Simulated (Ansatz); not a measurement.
Question: Name a neutral molecule of Cl, O, Si and H with HOMO–LUMO gap (PBE/def2-TZVPP) between 7.05 and 7.35 eV and HOMO energy (B3LYP/def2-TZVPP) between -9.00 and -8.70 eV (Ansatz, PBE0-D4/def2-TZVP geometry).

Answer: `O[SiH](Cl)Cl` (7.19 eV, -8.91 eV). Other molecules can fit too; these were computed, each in one conformer that needn't be the lowest.

B3LYP here is the variant with VWN-RPA as its local correlation; programs differ in this.
